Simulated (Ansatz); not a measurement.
```tsv
atom	x (Å)	y (Å)	z (Å)
C	0.0041	-0.0461	-0.8360
C	0.0048	0.6182	0.5376
C	-0.0233	-0.6352	0.5402
H	0.9177	-0.0452	-1.4851
H	-0.9363	0.0011	-1.5106
H	-0.0119	1.5460	1.0202
H	0.0123	-1.5700	0.9971
```

Basis set: 6-31G (spherical functions). Correlated methods keep 3 orbitals frozen. Charge 0, multiplicity 1.

Computed with Ansatz (development build ahead of 0.2.0); each method stands on the lowest determinant of its kind that the runs found. Restricted open shells among the atoms or ions are ROHF, correlated in semicanonical orbitals with singles.

The atomization energy at this shape (free ground-state atoms in the same class of orbitals less the molecule, no zero-point energy) of singlet C3H4:

| method | atomization energy |
| --- | --- |
| RHF-MP2 | 25.26 eV |

Problem. What does RHF give?

Solution. 19.97 eV.

This basis has no polarisation functions and is too small for such energies, which can lie far from measured ones in either direction.
